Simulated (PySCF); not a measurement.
A structure optimised at B3LYP-D3(BJ)/def2-SVP, used in a PySCF frequency run:

```
Si
O 1 1.6553
H 2 0.9665 1 116.47
Cl 1 2.0764 2 108.56 3 -45.21
S 1 2.1290 2 105.76 3 -168.12
H 5 1.3547 1 93.36 2 33.25
S 1 2.1365 2 115.69 3 70.77
H 7 1.3549 1 93.45 2 62.99
```

Question: Write its SMILES and formula.

Answer: O[Si](S)(S)Cl, ClH3OS2Si

Question: What are its rotational constants (standard atomic weights)?

Answer: 1.8228, 1.6679, 1.2378 GHz
